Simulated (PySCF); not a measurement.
One of the candidates below gave these computed data.

All candidates are C3H7FOSi.

| technique | computed result |
| --- | --- |
| UV, strongest line | among the 8 lowest singlet transitions: S2 at 7.64 eV (162 nm, f = 0.380) [TDDFT wB97X-D/def2-SVPD] |
| Dipole | 1.60 D [wB97X-D/def2-SVPD] |
| 13C NMR | chemical shifts (computed TMS as zero) by class: 142.8 (1 C), 119.8 (1 C), 67.0 (1 C) ppm [GIAO PBE0/pcSseg-1] |
| NMR, other nuclei | isotropic shieldings of nuclei other than C and H, by class: 282 (1 O), 344 (1 F), 378 (1 Si) ppm [GIAO PBE0/pcSseg-1] |
| XPS | Si2p3/2 108.3, C1s 290.2, C1s 290.7, C1s 292.7, O1s 538.5, F1s 692.3, Si1s 1848.4 eV [ΔSCF SCAN, pcX-2 on the ionised atom, pcseg-1 elsewhere, spin-free X2C, 2p3/2 from a spin–orbit splitting computed afterwards within the 2p shell] |
| Triplet | lowest triplet excitation (Tamm–Dancoff): 4.67 eV [TDA wB97X-D/def2-SVPD] |
| 1H NMR | chemical shifts (computed TMS as zero) by class: 6.09 (1 H), 6.05 (1 H), 5.67 (1 H), 4.91 (2 H), 4.79 (2 H) ppm [GIAO PBE0/pcSseg-1] |
| Rotational structure | rotational constants A, B, C: 6.653, 1.376, 1.369 GHz [GFN2-xTB] |
| UV, first state | lowest singlet excitation: 7.51 eV (165 nm, f = 0.027) [TDDFT wB97X-D/def2-SVPD] |

Electronic properties: PySCF, gas phase, density fitting. Levels stand in brackets. One conformer (not necessarily the lowest) at the GFN2-xTB geometry, without solvent, vibrations or thermal averaging. NMR values are class means; diastereotopic atoms form classes of their own.

Task: Which candidate is it?
A. `C=CCO[SiH2]F`
B. `O=C[C@H]([SiH3])CF`
C. `C[SiH2]O/C=C/F`
D. `C[C@@H]1CO[Si@H]1F`

Result: A. It is `C=CCO[SiH2]F`. Numbering: `[CH2:1]=[CH:2][CH2:3][O:4][SiH2:5][F:6]`. Its formula, C3H7FOSi, gives 1 degree of unsaturation: 0 rings and 1 π bond in the structure found. 3 carbons fall into 3 classes; from least to most shielded: alkene CH carbon [C2] (142.8 ppm), terminal =CH2 carbon [C1] (119.8 ppm), sp3 carbon bound to oxygen [C3] (67.0 ppm). Hydrogen classes from least to most shielded: 1 H on an alkene CH carbon, C2 (6.09 ppm), 1 H on a terminal =CH2 carbon, C1 (6.05 ppm), 1 H on a terminal =CH2 carbon, C1 (5.67 ppm), 2 H on a fluorine-bound silicon, Si5 (4.91 ppm), 2 H on an sp3 carbon bound to oxygen, C3 (4.79 ppm). The other shieldings belong to: 282 ppm, silyl ether oxygen [O4]; 344 ppm, silicon-bound fluorine [F6]; 378 ppm, fluorine-bound silicon [Si5]. The core levels belong to: Si2p3/2 108.3 eV, fluorine-bound silicon [Si5]; C1s 290.2 eV, terminal =CH2 carbon [C1]; C1s 290.7 eV, alkene CH carbon [C2]; C1s 292.7 eV, sp3 carbon bound to oxygen [C3]; O1s 538.5 eV, silyl ether oxygen [O4]; F1s 692.3 eV, silicon-bound fluorine [F6]; Si1s 1848.4 eV, fluorine-bound silicon [Si5]. The optimised geometry has point group C1 and is an asymmetric top.

The others, at the same levels:
- `C[SiH2]O/C=C/F` fails: its computed 13C shifts are 153.5 (1 C), 138.6 (1 C), -2.7 (1 C) ppm, core binding energies are Si2p3/2 107.4, C1s 290.4, C1s 292.2, C1s 292.3, O1s 538.7, F1s 692.9, Si1s 1847.3 eV and 1H shifts are 7.36 (1 H), 7.04 (1 H), 5.06 (2 H), 0.35 (3 H) ppm.
- `C[C@@H]1CO[Si@H]1F` fails: its computed 13C shifts are 74.4 (1 C), 37.7 (1 C), 14.7 (1 C) ppm, core binding energies are Si2p3/2 108.1, C1s 290.5, C1s 291.0, C1s 292.3, O1s 537.9, F1s 692.4, Si1s 1848.1 eV and 1H shifts are 5.23 (1 H), 4.68 (1 H), 4.10 (1 H), 2.68 (1 H), 1.25 (3 H) ppm.
- `O=C[C@H]([SiH3])CF` fails: its computed 13C shifts are 201.5 (1 C), 83.7 (1 C), 50.5 (1 C) ppm, core binding energies are Si2p3/2 107.2, C1s 291.0, C1s 293.3, C1s 293.6, O1s 538.0, F1s 692.6, Si1s 1846.9 eV and 1H shifts are 9.89 (1 H), 5.47 (1 H), 5.17 (1 H), 3.98 (3 H), 3.14 (1 H) ppm.

Each candidate is one conformer, not necessarily the lowest. Dipoles, sizes and rotational constants follow the conformer. The torsions of the flexible species, by atom-mapped SMILES:
- `[CH2:1]=[CH:2][CH2:3][O:4][SiH2:5][F:6]`: C1–C2–C3–O4 1°, C2–C3–O4–Si5 -148°, C3–O4–Si5–F6 54°
- `[CH3:1][SiH2:2][O:3]/[CH:4]=[CH:5]/[F:6]`: C1–Si2–O3–C4 180°, Si2–O3–C4–C5 180°
- `[O:1]=[CH:2][C@H:3]([SiH3:4])[CH2:5][F:6]`: O1–C2–C3–Si4 100°, C2–C3–C5–F6 159°
